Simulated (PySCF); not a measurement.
## Excitation energy of Rh by level of theory

Rh [Kr] 4d8 5s1 (4F) → Rh [Kr] 4d9 (2D), as a difference of total energies. All numbers are calculated (PySCF 2.14, scalar relativity by spin-free X2C-1e, in x2c-TZVPPall (8s6p6d2f1g, 79 functions)). Correlated levels: valence: [Kr] frozen; valence and next inner shell: [Ar] 3d10 frozen. The calculations carry no spin-orbit coupling.

Problem. Order these methods by the excitation energy they give, lowest first.
A. PBE0
B. BHandHLYP
C. SCS-MP2 (valence and next inner shell)
D. MP2 (valence)

Solution. C (0.219 eV), D (0.306 eV), A (0.510 eV), B (0.632 eV).

Errors of the correlated levels include the incompleteness of this basis and the frozen core.

For comparison: 0.342 eV (measured; NIST levels, between the centres of gravity of the two terms).
